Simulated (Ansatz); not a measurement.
Reaction (atomization): `C[S][Ga]([OH])[F]` → C• + F• + Ga• + 4 H• + O• + S•

Computed with Ansatz on PBE0-D4/def2-TZVP structures; ΔE is electronic, products minus reactants. CCSD(T)/CBS is the MP2 limit (def2-TZVPP, def2-QZVPP) plus CCSD(T) − MP2 in def2-TZVPP, frozen cores. This one scheme is used for every species, atoms too. For atomizations the MP2-based limit and the directly extrapolated one differ by several kJ/mol either way, and by 10 to 25 for some Ge, Se and Sn compounds, so smaller differences from it don't rank the levels. DFT in def2-TZVPP. B3LYP here is the variant with VWN-RPA as its local correlation; programs differ in this. No spin–orbit coupling; open shells (•) take unrestricted orbitals. Spin–orbit coupling would lower the free atoms: a little for C, F, O, S; clearly for Ga. For Ga outer-core shells are correlated without core-valence functions, so the limit isn't a true one: a few kJ/mol of doubt a bond, and 10 to 20 or more in all where bonds break to atoms. Scalar relativity is left out up to krypton. Each species was taken in one conformer, which may not be the lowest.

`C[S][Ga]([OH])[F]`:

Cartesian coordinates in Å:
```
C 0.755 1.508 0.002
S 0.733 0.338 1.401
Ga -0.423 -1.263 0.517
O -1.049 -1.174 -1.142
F -0.795 -2.726 1.404
H 1.251 1.078 -0.866
H 1.322 2.372 0.346
H -0.251 1.824 -0.266
H -1.544 -1.958 -1.396
```

| level | ΔE (kJ/mol) | difference from CCSD(T)/CBS |
| --- | --- | --- |
| BLYP-D4 | 3162.8 | -42.8 |
| r2SCANh-D4 | 3175.9 | -29.7 |
| ωB97M-V | 3187.8 | -17.8 |
| PBE-QIDH | 3169.4 | -36.2 |
| B3LYP | 3122.8 | -82.8 |
| CAM-B3LYP | 3163.5 | -42.1 |
| MP2/def2-SVP | 3067.9 | -137.7 |
| CCSD(T)/def2-SVP | 2990.5 | -215.1 |
| HF/def2-TZVPP | 2251.9 | -953.7 |
| CCSD/def2-TZVPP | 3063.9 | -141.7 |
| CCSD(T)/CBS | 3205.6 | 0 |

Largest T1 diagnostic among the species: 0.013.

From r2SCAN to r2SCAN0 (25 % exact exchange), in def2-TZVPP and without D4, ΔE moves by −73.8 kJ/mol: exact exchange takes away binding that semilocal exchange gives to molecules. In def2-TZVPP, CCSD(T) changes the Hartree–Fock value by +869.7 kJ/mol (the triples alone add +57.7 kJ/mol) and MP2 by +962.0 kJ/mol; breaking electron pairs costs correlation energy, which Hartree–Fock lacks.
